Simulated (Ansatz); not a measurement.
Reactions of BH8NO2Si2 (`NB(O[SiH3])O[SiH3]`).

Gas-phase electronic energies from Ansatz, PBE0-D4/def2-TZVP geometries. CCSD(T)/CBS adds triple-zeta CCSD(T) − MP2 to the extrapolated MP2 energy (def2 sets, frozen cores). This one scheme is used for every species, atoms too. DFT in def2-TZVPP. Open shells (•) are unrestricted, without spin–orbit coupling. Spin–orbit coupling would lower the free atoms: a little for B, O, Si. For Br, Ga outer-core shells are correlated without core-valence functions, so the limit isn't a true one: a few kJ/mol of doubt a bond, and 10 to 20 or more in all where bonds break to atoms. Scalar relativity is left out up to krypton. One conformer a species, not always the lowest.

```
                                                                                   reaction  CCSD/CBS(def2) (eV)  PBE-D4 (eV)  r2SCAN-D4 (eV)
                                          `NB(O[SiH3])O[SiH3]` + H₂ → `NBO[SiH3]` + silanol                 0.95         0.93            1.02
                                       `NB(O[SiH3])O[SiH3]` → B• + 8 H• + N• + 2 O• + 2 Si•                53.81        54.56           54.38
            `NB(O[SiH3])O[SiH3]` + `C=C[SiH](F)Br` → `NB(Br)O[SiH3]` + `C=C[SiH](F)O[SiH3]`                 0.01         0.08            0.05
                                   `NB(O[SiH3])O[SiH3]` + CH₃OH → `COB(N)O[SiH3]` + silanol                 0.01         0.00            0.00
`NB(O[SiH3])O[SiH3]` + `C[O][Ga]([CH3])[Cl]` → `CB(O[SiH3])O[SiH3]` + `C[O][Ga]([NH2])[Cl]`                 0.56         0.60            0.60
```

**Question.** Give the CCSD(T)/CBS values in the same order. (An estimate is asked.)

**Answer.** The calculation gave: 0.97, 54.45, 0.01, 0.00, 0.56 eV.

Largest T1 diagnostic: 0.014, for B•.
